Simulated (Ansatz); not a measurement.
Input file for Ansatz (a first-principles code): R-B3LYP/def2-TZVPP on BiH3O (SMILES [OH][BiH2]), a point of a torsion scan. Elements past Kr take the def2 small-core potentials; no spin–orbit coupling.

Ansatz 0.2 input:
```yaml
crystal:
  periodic: [false, false, false]
  atoms:
    - {symbol: O, position_ang: [1.29972831, -0.52900546, -0.07682975]}
    - {symbol: Bi, position_ang: [-0.69693706, 0.09454216, 0.25460304]}
    - {symbol: H, position_ang: [1.89826601, 0.15589789, 0.21458594]}
    - {symbol: H, position_ang: [-1.00387067, -1.28114056, 1.33257823]}
    - {symbol: H, position_ang: [-0.26312100, 1.06722636, 1.68467760]}
basis:
  gaussian:
    orbitals: def2-TZVPP
hamiltonian:
  xc: {name: B3LYP}
scf: {lower_state_search: off}
```

It printed:

```
WARN ansatz: RAYON_NUM_THREADS=1 ignored (pool sized by the plan → 1); use --threads N
Functional definition: B3LYP
these checks for a lower state are left out or cut short: stability, starts, cluster_reference, orbital_swaps, neighbouring_geometries, increment
integrals: 0.03 GiB planned
733 factors; their error is unknown
mean field: 0.35 GiB planned
mean field evaluation 1: about -7932.0835 eV, gradient 6.3e1 eV
mean field evaluation 2: about -7846.8072 eV, gradient 1.8e2 eV
mean field evaluation 4: about -7938.8422 eV, gradient 1.3e1 eV
mean field evaluation 8: about -7939.0864 eV, gradient 2.1e-1 eV
mean field evaluation 16: about -7939.1472 eV, gradient 1.4e-5 eV
mean field -7939.14722837 eV, -291.7582792952 hartree, gradient 4.4e-6 eV, S^2 0.000000; 0 other end points of the search recorded, 0 dependent functions left out
reference -7939.14745212 eV, -291.7582875182 hartree; 17, 17 occupied and 106, 106 virtual orbitals, 733 factors
Total energy: -7939.14745212 eV, -291.7582875182 hartree
Checks for a lower state left out: stability, starts, cluster_reference, orbital_swaps, neighbouring_geometries, increment
```

The run converged.

Cost: very roughly 1.9 core-seconds.
